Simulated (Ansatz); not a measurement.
The cluster VB₆⁺, 7 atoms. Hardware: 4 threads of Arm Neoverse V1 on a shared host.

Correlated methods freeze 11 core orbitals; core or outer-core shells of V are correlated, in sets that lack core-valence functions.

**Question.** How many basis functions does each of these Ansatz runs have, and roughly what does it cost? r2SCAN-D4/def2-SVP, charge 1 singlet, relaxation, 6 steps; B2PLYP/def2-TZVP, charge 1 singlet, energy, from earlier orbitals; BLYP-D4/def2-TZVP, charge 1 singlet, energy, from earlier orbitals; PBE0-D4/def2-TZVP, charge 1 singlet, energy, from earlier orbitals; PBE-D4/def2-TZVP, charge 1 singlet, energy and forces, from earlier orbitals; PBE-D4/def2-SVP, charge 1 singlet, energy, from earlier orbitals; PBE0-D4/def2-SVP, charge 1 singlet, energy, from earlier orbitals; r2SCAN-D4/def2-TZVP, charge 1 singlet, energy, from earlier orbitals; HF/STO-3G, charge 1 singlet, energy; ωB97M-V/def2-TZVP, charge 1 singlet, energy, from earlier orbitals; MP2/def2-TZVP, charge 1 singlet, energy, from earlier orbitals.

**Answer.** Other jobs shared the machine, so times can vary by a factor of up to 3. A dash marks memory too small to be measured apart from the calling script's.

| run | functions | fitting or Cholesky vectors | wall time | peak host memory (GiB) |
| --- | --- | --- | --- | --- |
| HF/STO-3G, charge 1 singlet, energy | 48 | 655 | 0.3 s | – |
| PBE-D4/def2-SVP, charge 1 singlet, energy, from earlier orbitals | 115 | 1306 | 1.6 s | – |
| PBE0-D4/def2-SVP, charge 1 singlet, energy, from earlier orbitals | 115 | 1408 | 2 s | – |
| PBE-D4/def2-TZVP, charge 1 singlet, energy and forces, from earlier orbitals | 231 | 1448 | 3.8 s | – |
| BLYP-D4/def2-TZVP, charge 1 singlet, energy, from earlier orbitals | 231 | 1448 | 4 s | – |
| PBE0-D4/def2-TZVP, charge 1 singlet, energy, from earlier orbitals | 231 | 1521 | 4.7 s | 0.64 |
| r2SCAN-D4/def2-TZVP, charge 1 singlet, energy, from earlier orbitals | 231 | 1448 | 7 s | – |
| B2PLYP/def2-TZVP, charge 1 singlet, energy, from earlier orbitals | 231 | 1550 | 9.5 s | 0.7 |
| r2SCAN-D4/def2-SVP, charge 1 singlet, relaxation, 6 steps | 115 | 1306 | 15 s | – |
| MP2/def2-TZVP, charge 1 singlet, energy, from earlier orbitals | 231 | 1550 | 21 s | 0.8 |
| ωB97M-V/def2-TZVP, charge 1 singlet, energy, from earlier orbitals | 231 | 1467 | 48 s | 1.1 |
